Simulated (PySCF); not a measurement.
C2H3ClF2Si, SMILES F[SiH](F)/C=C\Cl.

The structure is a stationary point at PBE-D3(BJ)/def2-SVP. The structure was generated by enumeration; whether it is a known compound was not checked. One conformer was computed; it need not be the lowest.

These are PBE/def2-TZVP run with PySCF values and carry that method's errors.

Gas-phase values at a fixed geometry.

**Question.** Estimate the frontier levels, gap, dipole moment and polarisability. (An estimate is asked for; the answer gives what the named calculation found.)

**Answer.** 
```
Item                                                                                                           Result
---------------------------------------------------------------------------------------------  ----------------------
highest occupied level                                                                                       -7.02 eV
lowest empty level                                                                                           -2.50 eV
orbital gap                                                                                                   4.52 eV
dipole moment                                                                                               0.514 e·Å
quadrupole, principal values (traceless, Buckingham form, about the centre of nuclear charge)  -5.00, -3.05, 8.06 D·Å
mean static polarisability                                                                       60.2 bohr³ (8.92 Å³)
polarisability, principal values                                                               43.2, 59.4, 78.0 bohr³
```
